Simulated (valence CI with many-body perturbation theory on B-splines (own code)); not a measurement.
**Questions on Pt VII**

Level of theory: valence CI with perturbative core correlation (CI+MBPT): four valence electrons over a frozen Dirac-Fock core [Xe] 4f14, a basis of 7 s, 7 p, 8 d, 6 f, 4 g, 1 h functions for each j, with the one-electron correlation potential Σ1 (screened to all orders), the two-electron term Σ2, the three-electron term Σ3, Breit, model QED; selected single and double excitations, second order for the rest, scaled by the run's own slope (own B-spline code, finite nucleus).

No measured levels were compared; by estimate terms of the open shell hold to 2 to 4 % of their energy, and close levels can change places; different configurations can be misplaced against each other by 1,000 to 8,000 cm⁻¹. Only levels of the ground parity were solved; by the run's estimate the other parity begins above the list, which can be wrong where configurations are misplaced.

Levels are named by their leading jj configuration (3d3/2^4 stands for four electrons in 3d with j = 3/2), which in mixed levels can hold well under half, so a name can repeat and another be missing.

Rates and lifetimes use the calculated energies. Strong lines usually hold to 10 to 20 %, long lifetimes can be off by a factor of two.

(1) What is the ground level?

(2) What is the ionisation energy?

(3) How well does LS coupling describe the low levels?

Answers

(1) (5d3/2^4) J=0, composition 57 % 5d⁴ ⁵D + 38 % 5d⁴ ³P + 4 % 5d⁴ ¹S.

(2) 92.666 eV; NIST lists 91 ± 2 eV (theoretical).

(3) Among the lowest 20 levels the leading LS term, summed over configurations, holds 61 % on average. For single configurations the figures are 61 % in LS and 71 % in jj coupling. Terms mix most in the J = 2 level at 51261 cm⁻¹, where the leading one holds 35 %.
